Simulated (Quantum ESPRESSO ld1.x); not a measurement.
The numbers below are computed, except where a source is named.
Nb II, 40 electrons, occupied as [Kr] 4d4. Level of theory: scalar-relativistic Kohn-Sham, PBE, spin-unpolarised, spherical densities, point nucleus (ld1.x of Quantum ESPRESSO 7.5).

Normalised radial functions P(r) = r R(r), r in bohr:

r              4d
0.004656   0.0000
0.00626    0.0001
0.008416   0.0002
0.01141    0.0005
0.01534    0.0012
0.02062    0.0027
0.02772    0.0059
0.03727    0.0126
0.05011    0.0259
0.06737    0.0505
0.0913     0.0938
0.1228     0.1572
0.165      0.2358
0.2219     0.3055
0.2983     0.3214
0.4011     0.2335
0.5393     0.0227
0.7308    -0.2781
0.9826    -0.5552
1.321     -0.7093
1.776     -0.6968
2.388     -0.5605
3.211     -0.3731
4.316     -0.1983
5.85      -0.0755
7.865     -0.0190
10.57     -0.0027
14.22     -0.0002

4d: eigenvalue -9.308 eV, 1 radial node at r = 0.553 bohr, <r> = 2.06 bohr, 90 % of the charge inside 3.36 bohr.
